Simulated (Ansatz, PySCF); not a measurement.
GeH4O2S2, SMILES [SH][Ge]([OH])([OH])[SH]. Atoms are numbered in the order given.

```xyz
9

O      0.5083    -1.3336    -1.1799
Ge    -0.0349    -0.1335     0.0037
O     -1.0968    -0.8505     1.2260
S     -1.3347     1.4071    -0.8904
S      1.8734     0.5742     0.8522
H     -0.1891    -1.5634    -1.8057
H     -0.6039    -1.3761     1.8676
H     -2.3480     1.0500    -0.0695
H      2.5600    -0.2764     0.0564
```

The structure is a stationary point at PBE0-D3(BJ)/def2-SVP. This is a generated structure with no PubChem entry under its InChIKey; it may be hypothetical. Other conformers were not sampled.

Two levels are set side by side: PBE-D3(BJ)/def2-SVP (Ansatz, a first-principles code) and PBE0-D3(BJ)/def2-SVP (Ansatz). Each level has its own optimised geometry; the coordinates shown are those of the second. Frequencies come from the Hessian of PySCF at each geometry. Differences are taken from unrounded values.

| quantity | PBE0-D3(BJ) |
|---|---|
| mean bond length (Å) | 1.573 |
| bond O1–Ge2 (Å) | 1.771 |
| bond Ge2–O3 (Å) | 1.771 |
| bond Ge2–S4 (Å) | 2.205 |
| bond Ge2–S5 (Å) | 2.205 |
| bond O1–H6 (Å) | 0.965 |
| bond O3–H7 (Å) | 0.965 |
| bond S4–H8 (Å) | 1.352 |
| bond S5–H9 (Å) | 1.352 |
| highest harmonic wavenumber (cm⁻¹) | 3888 |
| mean harmonic wavenumber (cm⁻¹) | 979 |
| zero-point energy (kcal/mol) | 29.38 |

Q: What does PBE-D3(BJ) give, and how far is it from PBE0-D3(BJ)? (An estimate is asked for; the answer gives what the named calculation found.)

A: 
```csv
quantity,PBE-D3(BJ),PBE-D3(BJ) minus PBE0-D3(BJ)
mean bond length (Å),1.592,0.018
bond O1–Ge2 (Å),1.796,0.025
bond Ge2–O3 (Å),1.796,0.025
bond Ge2–S4 (Å),2.229,0.024
bond Ge2–S5 (Å),2.229,0.024
bond O1–H6 (Å),0.977,0.012
bond O3–H7 (Å),0.977,0.012
bond S4–H8 (Å),1.364,0.012
bond S5–H9 (Å),1.364,0.012
highest harmonic wavenumber (cm⁻¹),3710,-178
mean harmonic wavenumber (cm⁻¹),939,-40
zero-point energy (kcal/mol),28.18,-1.20
```

Exact exchange shortens and stiffens bonds; PBE has none. Differences between two approximate levels are no errors against the true value.
